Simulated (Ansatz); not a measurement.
`N[SiH](S)Cl` + CH₃OH → `CO[SiH](N)Cl` + H₂S  (ligand exchange at the Si–S bond)

Computed with Ansatz on PBE0-D4/def2-TZVP structures; ΔE is electronic, products minus reactants. CBS: MP2 limit from def2 TZ/QZ plus the TZ coupled-cluster correction, frozen cores. This one scheme is used for every species. Functionals use def2-TZVPP. Each species was taken in one conformer, which may not be the lowest.

Problem. Is it downhill or uphill in electronic energy at CCSD(T)/CBS, and by how much? (Best estimate.)

Solution. The calculation gave: Downhill: ΔE = -11.2 kcal/mol.

Problem. What do these levels give: ωB97M-V, revPBE, CCSD/def2-TZVPP, HF/CBS(def2), MP2/CBS(def2), CCSD/CBS(def2)? (An estimate is asked.)

Solution. Ansatz gave: ωB97M-V -11.5, revPBE -7.2, CCSD/def2-TZVPP -12.7, HF/CBS(def2) -14.9, MP2/CBS(def2) -10.4, CCSD/CBS(def2) -11.7 kcal/mol.

Problem. What do rigid-rotor, harmonic-oscillator terms from PBE0-D4/def2-TZVP frequencies (298.15 K, 1 bar) make of the CCSD(T)/CBS value? (Best estimate.)

Solution. The calculation gave: ΔZPE = -2.4 kcal/mol, ΔH = -12.9 kcal/mol, ΔS = 2 J/(mol·K), ΔG = -13.0 kcal/mol.

Largest T1 diagnostic among the species: 0.010.

At CCSD(T), def2-SVP lies −0.7 kcal/mol from the extrapolated value and def2-TZVPP −1.0 kcal/mol. From PBE to PBE0 (25 % exact exchange), in def2-TZVPP and without D4, ΔE moves by −0.8 kcal/mol.
